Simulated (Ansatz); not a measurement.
Cost and result up the ladder for FeI₂ (3 atoms). Charge 0, multiplicity 5. Geometry: PBE0-D4/def2-TZVP.

```xyz
3

Fe    0.011   -0.010   -0.009
I    -0.479    1.279   -2.070
I     0.467   -1.268    2.078
```

Ansatz on 2 threads of Intel Xeon 6975P-C on a shared host. Times are rough, and most runs start from the orbitals of an earlier one. ωB97X-V/def2-TZVP serves as the yardstick here, not as an exact answer. Differences are given only for rows in sets of like size (and for xTB, whose basis is part of the method), since another set adds its own error. Binding counts from free atoms at the same level (Fe quintet, I doublet; other spins of the atoms weren't run), without zero-point energy or a counterpoise term.

In the def2 sets I takes a core potential; there is no spin–orbit coupling. B3LYP takes the VWN-RPA correlation. Correlated methods freeze 13 core orbitals; core or outer-core shells of Fe, I are correlated, in sets that lack core-valence functions. The rows differ in basis, and correlated rows in double-zeta sets carry the largest basis error.

Run but left out: LDA (SPW92)/def2-TZVP (an occupied level 0.09 eV above an empty one).

Correlated methods converge slowly with the basis, most of all in double-zeta sets.

| level | functions | wall time | binding energy per atom (eV) | difference from ωB97X-V/def2-TZVP (eV) |
| --- | --- | --- | --- | --- |
| PBE0-D4/def2-SVP | 83 | 6 s | 2.13 | – |
| revPBE-D4/def2-TZVP | 145 | 8.5 s | 2.10 | -0.03 |
| B3LYP-D4/def2-TZVP | 145 | 12 s | 2.04 | -0.09 |
| CAM-B3LYP-D4/def2-TZVP | 145 | 12 s | 2.03 | -0.10 |
| PBE0-D4/def2-TZVP | 145 | 13 s | 2.16 | 0.03 |
| PBE-D4/def2-SVP | 83 | 14 s | 2.27 | – |
| RPA@PBE/def2-TZVP | 145 | 22 s | 1.73 | -0.40 |
| PBE-D4/def2-TZVP (with forces) | 145 | 25 s | 2.21 | 0.08 |
| CCSD(T)/def2-SVP | 83 | 30 s | 1.82 | – |
| r2SCAN-D4/def2-TZVP | 145 | 35 s | 2.20 | 0.08 |
| r2SCAN-D4/def2-TZVPD | 166 | 40 s | 2.21 | 0.08 |
| B2PLYP/def2-TZVP | 145 | 40 s | 2.00 | -0.13 |
| PBE-QIDH/def2-TZVP (with forces) | 145 | 40 s | 2.11 | -0.01 |
| ωB97X-V/def2-TZVP | 145 | 98 s | 2.13 | 0.00 |
